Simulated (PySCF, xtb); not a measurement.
CH13NSi4, SMILES N([SiH3])C[SiH2][SiH2][SiH3]. One conformer was computed; it need not be the lowest.

Harmonic wavenumbers (cm⁻¹) from xtb 6.7.1 with GFN2-xTB at its own minimum, in rising order: 9, 27, 41, 64, 74, 110, 139, 246, 291, 326, 372, 401, 435, 450, 495, 503, 549, 559, 568, 602, 610, 685, 712, 745, 772, 785, 810, 816, 821, 827, 830, 844, 858, 1152, 1153, 1271, 1380, 1479, 2141, 2157, 2158, 2163, 2205, 2225, 2228, 2239, 2250, 2276, 2869, 2963, 3443.

What does PBE-D3(BJ)/def2-SVP in PySCF give at its own minimum? (Estimate from the structure and the level; the computed values follow.)

23, 39, 56, 65, 91, 97, 137, 218, 258, 314, 382, 387, 402, 445, 472, 484, 587, 628, 665, 668, 672, 691, 756, 767, 835, 849, 871, 873, 893, 903, 906, 926, 961, 1115, 1152, 1215, 1355, 1389, 2107, 2131, 2133, 2144, 2145, 2151, 2153, 2160, 2164, 2178, 2934, 3005, 3512. Paired by order, the mean absolute difference is 45 cm⁻¹ and the zero-point energies are 77.4 and 77.9 kcal/mol.
